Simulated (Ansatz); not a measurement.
Mg3O4⁻. Charge -1, multiplicity 2. Geometry PBE0-D4/def2-SVPD.

```xyz
7

Mg   -0.8355   -0.4222    1.0239
Mg    1.0549   -1.4107   -0.5315
Mg   -0.6148    2.1289   -0.2086
O     1.5349    0.0711   -1.5973
O     0.0076   -2.0992    0.8089
O    -1.5938    1.2501    1.1407
O     0.4467    0.4819   -0.6361
```

The structure holds one bond between oxygen atoms, so isomers without such links may lie far lower. At PBE-D4/def2-TZVPD, BLYP-D4/def2-TZVPD, r2SCAN-D4/def2-TZVPD, B97M-V/def2-TZVPD the highest occupied level of the charge -1 doublet lies above zero (up to 0.57 eV). The electron is either unbound and held by the finite basis, or the level is raised by self-interaction error. Another isomer (doublet) lies 0.49 eV lower at PBE0-D4/def2-TZVPD; other spin states weren't run for this one.

(1) Estimate the α-spin orbital energies around the gap (eV) in Ansatz with PBE-D4/def2-TZVPD, BLYP-D4/def2-TZVPD, r2SCAN-D4/def2-TZVPD, B97M-V/def2-TZVPD, PBE0-D4/def2-TZVPD.

Answers

(1) 
| orbital | PBE-D4/def2-TZVPD | BLYP-D4/def2-TZVPD | r2SCAN-D4/def2-TZVPD | B97M-V/def2-TZVPD | PBE0-D4/def2-TZVPD |
| --- | --- | --- | --- | --- | --- |
| HOMO−5 | -1.76 | -1.64 | -1.99 | -1.91 | -3.13 |
| HOMO−4 | -1.45 | -1.35 | -1.64 | -1.76 | -2.91 |
| HOMO−3 | -1.36 | -1.25 | -1.51 | -1.62 | -2.67 |
| HOMO−2 | -1.26 | -1.13 | -1.41 | -1.46 | -2.55 |
| HOMO−1 | -0.55 | -0.47 | -0.79 | -0.89 | -2.06 |
| HOMO | 0.41 | 0.57 | 0.36 | 0.50 | -0.19 |
| LUMO | 1.07 | 1.11 | 1.40 | 0.94 | 1.63 |
| LUMO+1 | 2.14 | 2.22 | 2.49 | 2.07 | 2.67 |
| LUMO+2 | 2.47 | 2.61 | 2.70 | 2.32 | 2.89 |
| LUMO+3 | 2.77 | 2.87 | 3.07 | 2.66 | 3.18 |
| LUMO+4 | 2.89 | 2.97 | 3.24 | 2.67 | 3.31 |
| LUMO+5 | 2.94 | 3.03 | 3.28 | 2.82 | 3.32 |
| β HOMO | -0.54 | -0.46 | -0.79 | -0.88 | -2.05 |
| β LUMO | 1.06 | 1.08 | 1.38 | 0.77 | 1.62 |
